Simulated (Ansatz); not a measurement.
One change: `COB(S)S` becomes `COB(S)OC`.

Ansatz, PBE0-D4/def2-TZVP geometries, multiplicity 1. Each molecule was computed in one conformer, which needn't be the lowest.

```json
{"property": "HOMO energy (B3LYP/def2-TZVPP) / eV", "`COB(S)S`": "-7.07"}
{"property": "HOMO energy (ωB97M-V/def2-TZVPP) / eV", "`COB(S)S`": "-9.47"}
{"property": "HOMO–LUMO gap (ωB97M-V/def2-TZVPP) / eV", "`COB(S)S`": "11.41"}
{"property": "size of the dipole moment (ωB97M-V/def2-TZVPP) / D", "`COB(S)S`": "1.37"}
{"property": "size of the dipole moment (PBE/def2-TZVPP) / D", "`COB(S)S`": "1.33"}
{"property": "LUMO energy (PBE/def2-TZVPP) / eV", "`COB(S)S`": "-0.75"}
```

(1) Give the same properties after the change, and the shifts. (An estimate is asked.)

Answers

(1) The calculation gave: 
```tsv
property	`COB(S)OC`	shift
HOMO energy (B3LYP/def2-TZVPP) / eV	-7.12	-0.05
HOMO energy (ωB97M-V/def2-TZVPP) / eV	-9.59	-0.12
HOMO–LUMO gap (ωB97M-V/def2-TZVPP) / eV	11.81	0.40
size of the dipole moment (ωB97M-V/def2-TZVPP) / D	1.37	0.00
size of the dipole moment (PBE/def2-TZVPP) / D	1.33	0.00
LUMO energy (PBE/def2-TZVPP) / eV	-0.19	0.56
```

With PBE0 the HOMO falls by 0.06 eV and the LUMO rises by 0.54 eV, so the gap widens by about 0.60 eV. PBE moves the HOMO by 0.00 eV and ωB97M-V by -0.12 eV. Dipoles are sizes alone; their direction can turn.

B3LYP here is the variant with VWN-RPA as its local correlation; programs differ in this.
